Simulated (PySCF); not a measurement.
## `C=COCC(=O)OC`, C₅H₈O₃

Geometry (Å), atoms numbered from 1 in this order:
```xyz
16

C     3.2005   -0.0413    0.3005
C     2.5396    0.6648   -0.6030
O     1.2018    0.7411   -0.8044
C     0.3822   -0.0188    0.0419
C    -1.0756    0.1962   -0.3382
O    -1.4868    0.8962   -1.2157
O    -1.8539   -0.5320    0.4749
C    -3.2565   -0.4385    0.2468
H     4.2723    0.0025    0.3349
H     2.7246   -0.6764    1.0256
H     3.0437    1.2960   -1.3216
H     0.6055   -1.0925   -0.0422
H     0.5113    0.2741    1.0942
H    -3.7244   -1.0852    0.9845
H    -3.5931    0.5925    0.3702
H    -3.4986   -0.7698   -0.7647
```

Method: GIAO B3LYP/pcSseg-1 magnetisability, rotational g tensor and spin-rotation constants, non-relativistic, gas phase in PySCF. Geometry: GFN2-xTB.

Q: Give the nuclear spin-rotation constants along the inertial axes (H = +C I·J) beside the isotropic shieldings.

A: Rotational constants 6.7506, 0.9366, 0.8311 GHz. A star marks the isotopologue with that one atom substituted, in its own axes.
```
atom  isotope  Caa (kHz)  Cbb (kHz)  Ccc (kHz)  mean (kHz)  σ (ppm)
  H9       1H      0.532     -0.100     -0.102       0.110     27.7
 H10       1H     -0.302      0.013     -0.104      -0.131     27.9
 H11       1H     -0.226      0.028     -0.084      -0.094     25.0
 H12       1H     -0.604     -0.055     -0.007      -0.222     27.6
 H13       1H     -0.604     -0.054     -0.007      -0.222     27.6
 H14       1H     -0.434      0.010     -0.089      -0.171     28.0
 H15       1H     -0.617     -0.056     -0.003      -0.225     27.8
 H16       1H     -0.617     -0.056     -0.003      -0.225     27.8
  C1     13C*      2.593      0.237      0.102       0.977     94.6
  C2     13C*      3.351      0.349      0.185       1.295     21.2
  O3     17O*     -1.159     -0.211     -0.070      -0.480    200.8
  C4     13C*      1.436      0.213      0.193       0.614    114.0
  C5     13C*      3.625      0.325      0.230       1.393      6.5
  O6     17O*     -3.514     -0.634     -0.042      -1.397   -113.1
  O7     17O*     -1.777     -0.203     -0.102      -0.694    150.9
  C8     13C*      1.052      0.220      0.179       0.484    127.1
```
For the geometry as given, no vibrational averaging.

Q: How do the rotational constants and the g tensor change when H9, H10, H11, H12, H13, H14, H15, H16 are replaced by deuterium?

A: Constants 5.7681, 0.8171, 0.7289 GHz; g -0.0673, -0.0078, -0.0013, against -0.0784, -0.0089, -0.0014 before.
